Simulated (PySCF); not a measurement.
Method used: core-valence-separated Tamm–Dancoff BHandHLYP/aug-pcX-1 (pcseg-1 on H, def2-SVPD on Al) in PySCF, non-relativistic, gas phase, PBE0-D3(BJ)/def2-SVP geometry. BHandHLYP without relativity tends to put these K edges a few eV too low, so spacings mean more than positions.

Main lines of an unknown, eV (oscillator strength): C K: 284.5 (0.008), 285.0 (0.005), 285.1 (0.013), 285.1 (0.018), 285.3 (0.008). Listed: the first five lines at most of each edge with a tenth or more of its strongest line's intensity; roots within 0.03 eV on the same or equivalent atoms are summed. Only the lowest roots were sought, and the top ones are left out.

Problem. Which candidate gives them?
A. `C=C[CH2][AlH][CH2]C`
B. `C=[CH][AlH][CH](C)C`
C. `C[CH2][AlH][CH]1CC1`

Solution. C. 

- `C[CH2][AlH][CH]1CC1`: C K: 284.5 (0.008), 285.0 (0.005), 285.1 (0.013), 285.1 (0.018), 285.3 (0.008). First C line listed at 284.5 eV, hole on the chain CH2 carbon.
- `C=[CH][AlH][CH](C)C`: C K: 281.8 (0.047), 282.0 (0.064), 284.3 (0.015), 284.8 (0.017), 285.1 (0.008). First C line listed at 281.8 eV, hole on the alkene CH carbon (1s→π*).
- `C=C[CH2][AlH][CH2]C`: C K: 282.9 (0.067), 283.0 (0.050), 283.7 (0.020), 284.6 (0.007), 284.9 (0.012). First C line listed at 282.9 eV, hole on the alkene CH carbon (1s→π*).

One conformer each; other structures than these candidates weren't tested.

The values belong to the conformer `[CH3:1][CH2:2][AlH:3][CH:4]1[CH2:5][CH2:6]1`: C1–C2–Al3–C4 -164°, C2–Al3–C4–C5 -142°.
